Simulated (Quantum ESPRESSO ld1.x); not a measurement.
Results of a calculation; reference values are marked as such.
Coulomb parameter of the 5d shell of the mercury ion Hg2+ in the model configuration [Xe] 4f14 5d8.5 6s1.5, as a second difference U = [E(n + 0.5) + E(n - 0.5) - 2 E(n)] / (0.5)^2 with all orbitals relaxed. "Bare": the charge of the atom changes with n. "Screened": the 6s shell takes up the change at fixed total charge, which measures U(5d,5d) + U(6s,6s) - 2 U(5d,6s). Level of theory: scalar-relativistic Kohn-Sham, PW91, spin-unpolarised, spherical densities, point nucleus (ld1.x of Quantum ESPRESSO 7.5).

case,configuration,E - E(n) (eV)
start,[Xe] 4f14 5d8.5 6s1.5,0.000
bare +0.5,[Xe] 4f14 5d9 6s1.5,-14.881
bare -0.5,[Xe] 4f14 5d8 6s1.5,18.259
screened +0.5,[Xe] 4f14 5d9 6s1,-3.592
screened -0.5,[Xe] 4f14 5d8 6s2,3.963

U(bare) = 13.512 eV, U(screened by 6s) = 1.486 eV, against the Slater integral F0(5d,5d) = 17.644 eV with frozen orbitals.
